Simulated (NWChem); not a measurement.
LiOH; SMILES [Li][OH]

```xyz
3

Li    -0.7681    -0.7187    -0.6607
O      0.1917     0.1794     0.1649
H      0.7808     0.7305     0.6716
```
Atoms are numbered in this order, from 1.

Results from NWChem. Structure relaxed at the PBE0/def2-SVP level. Core excitations by TDA in a window of 1s orbitals, non-relativistic and unshifted: absolute energies depend strongly on the exact-exchange share.

For level O K edge, BHandHLYP/cc-pVTZ:

| Quantity | Value |
|---|---|
| first 1s excitation (eV) | 529.1 |
| first state with f > 0.002 (eV) | 530.3 |
| dipole oscillator strength of that state | 0.0114 |

Estimate the same quantities for level O K edge, PBE0/cc-pVTZ.

The first 1s excitation (eV) is 517.4, the first state with f > 0.002 (eV) is 518.8 and the dipole oscillator strength of that state is 0.0057.
